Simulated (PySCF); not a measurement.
Two-dimensional NMR puzzle

Compound of formula C6H8O3Si. Correlations simulated from computed shifts and the bond graph:

HSQC (one-bond C–H):
| δH | δC |
| --- | --- |
| 7.80 | 125.9 |
| 7.61 | 151.2 |
| 6.90 | 120.3 |
| 2.81 | 32.2 |

COSY cross peaks (H two or three bonds apart, from the bond graph; peaks can be absent where the dihedral angle is near 90°):
| δH | δH |
| --- | --- |
| 7.80 | 6.90 |
| 7.61 | 6.90 |
| 4.98 | 2.81 |

HMBC (two and three bonds, from the bond graph):
| δH | δC |
| --- | --- |
| 7.80 | 194.9, 160.2, 151.2, 120.3 |
| 7.61 | 160.2, 125.9, 120.3 |
| 6.90 | 160.2, 151.2, 125.9 |
| 4.98 | 194.9, 32.2 |
| 2.81 | 194.9, 160.2 |

Carbons without hydrogens: δ 194.9, 160.2.

Method: geometry: GFN2-xTB, shieldings: GIAO PBE0/pcSseg-1, in PySCF (no solvent model, one conformer, non-relativistic, averaged over atoms made equivalent by symmetry, fast rotation or ring inversion).

Shifts are taken against calculated references (same method and geometry level): 1H (σ = 31.72 ppm) and 13C (σ = 186.93 ppm) against TMS.

Exchangeable hydrogens are left out of these lists.

Which molecule is this?

## Answers

`o1c(C(=O)C[SiH2]O)ccc1`.

Atoms are numbered as in `[O:1]=[C:2]([CH2:3][SiH2:4][OH:5])[c:6]1[cH:7][cH:8][cH:9][o:10]1`. Hydrogens are named by the atom that carries them.

δC 194.9 is C2, a ketone carbonyl carbon. δC 160.2 is C6, a substituted aromatic carbon next to the ring oxygen. δC 151.2 is C9, an aromatic CH next to the ring oxygen (δH 7.61). δC 125.9 is C7, an aromatic CH (δH 7.80). δC 120.3 is C8, an aromatic CH (δH 6.90). δC 32.2 is C3, an sp3 CH2 bonded to Si, α to a carbonyl (δH 2.81). HMBC from δH 7.80 reaches the proton-free carbons C2, C6. HMBC from δH 7.61 reaches the proton-free carbon C6. HMBC from δH 6.90 reaches the proton-free carbon C6. HMBC from δH 4.98 reaches the proton-free carbon C2. COSY links 7.80–6.90, 7.61–6.90, 4.98–2.81.

This is the structure that produced the data.

OH/NH shifts are gas-phase values; hydrogen bonding in solution moves them, usually downfield. Shifts are as computed. Against solution values, carbons near 30 ppm lie about +3 ppm off and those near 130 ppm about +5 ppm. Of 1309 compounds with measured shifts, 239 miss one by over three times the rms of a fit or turn the order of signals round; such compounds aren't used in these exercises.
